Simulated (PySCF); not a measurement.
Ligand exchange on a metal centre used in film growth or etching (Zn NH2-CH3). Isolated molecules, 0 K electronic values unless said otherwise. One relaxed conformer stands for each flexible species; it need not be the lowest.

Calculation: TPSSh-D3(BJ)/def2-TZVP // BP86-D3(BJ)/def2-SVP in PySCF. All candidates: neutral, multiplicity 1. 

```json
{
  "HOMO": "-5.96 eV",
  "LUMO": "-0.37 eV",
  "HOMO–LUMO gap": "5.59 eV"
}
```

### Question
Name which member has these values.
A) [Zn(NH2)2]
B) [Zn(NH2)(CH3)]
C) [Zn(CH3)2]

### Answer
B, [Zn(NH2)(CH3)]. The others give [Zn(NH2)2]: -6.09 eV, -0.74 eV, 5.35 eV; [Zn(CH3)2]: -6.51 eV, -0.09 eV, 6.42 eV
